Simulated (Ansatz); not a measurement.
Compare A (`CCBS[SiH3]`) with its isomer B (`BCSC[SiH3]`).

Isolated molecules relaxed with PBE0-D4/def2-TZVP in Ansatz; ΔE leaves out vibrations. CBS: MP2 limit from def2 TZ/QZ plus the TZ coupled-cluster correction, frozen cores. DFT in def2-TZVPP. Each species was taken in one conformer, which may not be the lowest.

A:

```xyz
14

C     1.615   -1.739   -0.735
C     0.674   -0.657   -1.263
B    -0.170    0.048   -0.157
S    -0.442    1.819   -0.202
Si   -1.716    2.015    1.517
H     2.120   -2.264   -1.549
H     1.072   -2.481   -0.144
H     2.388   -1.312   -0.092
H     1.215    0.059   -1.890
H    -0.069   -1.128   -1.928
H    -0.668   -0.591    0.730
H    -2.966    1.240    1.323
H    -2.039    3.456    1.657
H    -1.015    1.536    2.733
```

B:

```xyz
14

B     1.978   -1.890   -0.656
C     1.216   -0.662   -0.091
S    -0.305   -1.071    0.771
C    -0.935    0.580    1.172
Si   -1.733    1.390   -0.324
H     1.497   -2.983   -0.688
H     3.074   -1.716   -1.106
H     1.009   -0.035   -0.975
H     1.877   -0.056    0.541
H    -0.138    1.185    1.614
H    -1.690    0.435    1.950
H    -0.788    1.397   -1.473
H    -2.948    0.625   -0.703
H    -2.114    2.801   -0.033
```

Question: Which is lower in electronic energy at CCSD(T)/CBS, and by how much? (Estimate.)

Answer: Ansatz gave: A, by 49.2 kcal/mol.

Question: Give E(B) − E(A) in kcal/mol with r2SCAN-D4, HF/def2-TZVPP, PBE0-D4, CCSD(T)/def2-TZVPP, PBE-D4, B2PLYP, MP2/def2-TZVPP. (Best estimate.)

Answer: The calculation gave: r2SCAN-D4 50.8, HF/def2-TZVPP 49.3, PBE0-D4 50.1, CCSD(T)/def2-TZVPP 49.8, PBE-D4 49.7, B2PLYP 49.8, MP2/def2-TZVPP 50.5. None reverses the order clearly.

Largest T1 diagnostic: 0.012.

The D4 term adds −0.9 kcal/mol with B3LYP and −0.5 kcal/mol with PBE0; it sums over pairs of atoms, weighted by their polarisabilities, and B3LYP, whose exchange is more repulsive, gets the larger term.

B3LYP here is the variant with VWN-RPA as its local correlation; programs differ in this.
